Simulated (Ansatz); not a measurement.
Geometry optimisation, RKS PBE/def2-SVP (Ansatz).

Input:

```yaml
crystal:
  periodic: [false, false, false]
  atoms:
    - { symbol: Ta, position_ang: [-0.635131, -0.20655, 0.238668] }
    - { symbol: F, position_ang: [2.416767, 0.394152, -0.07655] }
    - { symbol: "N", position_ang: [-0.228632, 0.148672, 2.180436] }
    - { symbol: H, position_ang: [0.193528, -0.457819, 2.890533] }
    - { symbol: H, position_ang: [-0.198095, 1.130019, 2.490878] }
    - { symbol: "N", position_ang: [0.17517, -0.654104, -1.534728] }
    - { symbol: H, position_ang: [-0.309696, -1.183799, -2.272894] }
    - { symbol: H, position_ang: [1.172177, -0.559555, -1.762912] }
    - { symbol: F, position_ang: [-0.449502, 1.700009, 0.166137] }
    - { symbol: F, position_ang: [-2.381433, -0.884371, 0.130394] }
    - { symbol: Si, position_ang: [0.749354, -2.257623, 1.002514] }
    - { symbol: H, position_ang: [0.547126, -3.507451, 0.17075] }
    - { symbol: H, position_ang: [2.245203, -1.975036, 0.790768] }
    - { symbol: H, position_ang: [0.69116, -2.697428, 2.454917] }
    - { symbol: H, position_ang: [2.563404, -0.436317, 0.333791] }
basis:
  gaussian: { orbitals: def2-SVP }
hamiltonian:
  xc: pbe
relax:
  f_tol: 0.03
  max_steps: 50
```

Launched with:

```bash
$ ansatz run input.yaml --threads 4 --pin off --max-ram 5120MiB --backend cpu --events-out ev --progress --plain --runs-dir out
```

**Question.** Where does it end, and by what steps?

**Answer.** The forces met the threshold. After 12 steps the energy has fallen by 0.242 eV; F2 moved furthest, 0.51 Å. Joined: Ta1–F2.

```csv
step,energy less start (eV),largest force component (eV/Å),accepted
0,0.0000,0.821,yes
1,-0.0555,0.716,yes
2,-0.0939,0.861,yes
3,-0.1290,0.891,yes
4,-0.1571,0.654,yes
5,-0.1716,0.473,yes
6,-0.2124,0.338,yes
7,-0.1750,0.363,no
8,-0.2283,0.211,yes
9,-0.2367,0.330,yes
10,-0.2402,0.082,yes
11,-0.2416,0.038,yes
12,-0.2423,0.028,yes
```

```xyz
15
Properties=species:S:1:pos:R:3
Ta -0.386 -0.031 0.212
F 1.948 0.320 0.114
N -0.255 0.163 2.218
H -0.002 -0.490 2.967
H -0.290 1.117 2.610
N 0.135 -0.686 -1.628
H -0.529 -1.225 -2.201
H 1.073 -0.826 -2.021
F -0.206 1.870 0.155
F -2.174 -0.565 -0.019
Si 0.886 -2.306 0.974
H 0.854 -3.570 0.145
H 2.393 -1.915 0.818
H 0.878 -2.725 2.430
H 2.226 -0.577 0.430
```

Whether the end is a true minimum wasn't checked by a vibrational analysis.

Run time: 39 s on 4 threads of Arm Neoverse V1, on a shared host, peak memory 0.25 GiB.
